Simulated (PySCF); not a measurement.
Species: CH₈AlNO.
Bonds: C1–O2, O2–Al3, Al3–N4. Hydrogens: H5, H6, H7 on C1; H8, H9 on Al3; H10, H11, H12 on N4.

Torsions of this conformer, `[CH3:1][O:2][AlH2-:3][NH3+:4]`: C1–O2–Al3–N4 174°.

The closed-shell ground state was solved at several levels (PySCF, density fitting, gas phase, non-relativistic). One conformer (not necessarily the lowest) at the PBE0-D3(BJ)/def2-SVP geometry, without solvent, vibrations or thermal averaging.

```
             level  basis functions  total energy (Eh)  HOMO (eV)  LUMO (eV)  gap (eV)  dipole (D)
      LDA/pcSseg-2              263          -413.0161      -5.43      -1.25      4.18        4.57
  PBE0/aug-cc-pVDZ              168          -415.0853      -6.71      -0.82      5.89        4.60
    B97-2/pcSseg-2              263          -415.4172      -6.51      -0.39      6.12        4.63
CAM-B3LYP/pcSseg-2              263          -415.4112      -8.18       0.29      8.47        4.57
     PBE0/pcSseg-0               56          -414.3945      -6.42       0.58      7.00        4.72
      B3LYP/6-31G*               76          -415.3810      -6.17       0.19      6.36        4.79
  wB97X-D/pcSseg-2              263          -415.4164      -8.66       1.35     10.01        4.63
       PBE0/6-31G*               76          -415.0373      -6.42       0.50      6.92        4.79
      PBE0/cc-pVDZ              100          -415.0659      -6.49       0.41      6.90        4.74
     OPBE/pcSseg-2              263          -415.3291      -5.27      -1.06      4.21        4.68
```

Estimate the row for LC-wPBE/pcSseg-2, a basis of 263 functions; the other rows only guide the guess.

Total energy -415.2991 Eh, HOMO -9.49 eV, LUMO 1.50 eV, gap 10.99 eV, dipole 4.61 D.

Over all these levels, which gives the widest orbital gap and which the narrowest?

LC-wPBE/pcSseg-2 (range-separated hybrid) has the widest, 10.99 eV, and LDA/pcSseg-2 (LDA) the narrowest, 4.18 eV. The two share the basis. From the narrowest to the widest the HOMO moves by -4.06 eV and the LUMO by +2.75 eV.

How much does the basis alone move the frontier levels among the 4 PBE0 rows?

The HOMO by 0.29 eV and the LUMO by 1.40 eV. By rising basis size (HOMO, LUMO in eV): pcSseg-0 -6.42, 0.58; 6-31G* -6.42, 0.50; cc-pVDZ -6.49, 0.41; aug-cc-pVDZ -6.71, -0.82.

How far do the dipole and the HOMO energy spread over the levels?

The dipole runs from 4.57 to 4.79 D (mean 4.67 D) and the HOMO from -9.49 to -5.27 eV.

The pairwise dispersion term of wB97X-D wasn't added to the energies; at a given geometry it leaves orbitals and properties as they are.
